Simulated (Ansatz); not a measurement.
Basis-set extrapolation for C$_{6}$H$_{10}$O$_{2}$, SMILES `COC(=O)C1CCC1` (PBE0-D4/def2-TZVP geometry, frozen core, Ansatz 0.2.0). Multiplicity 1, RHF reference.

```tsv
	def2-TZVPP	def2-QZVPP
HF	-382.891249	-382.908411
MP2 correlation	-1.465480	-1.565593
CCSD(T) correlation	-1.577964	not run
```

Energies in hartree. Use E(X) = E(∞) + A·exp(−7.88·√X) for Hartree–Fock and E(X) = E(∞) + B·X^(−2.97) for correlation, with X = 3 and 4, and add CCSD(T) minus MP2 of the smaller set to the MP2 limit.

Task: What is the CCSD(T) energy at the basis-set limit?

Result: HF limit: -382.908411 + (-0.017162) × 0.13774 = -382.91077. MP2 limit: -1.565593 + (-0.100113) × 0.74074 = -1.63975. Higher-order term: -1.577964 − (-1.465480) = -0.11248. Total: -384.66300 hartree, 121.6 kcal/mol below CCSD(T)/def2-TZVPP.
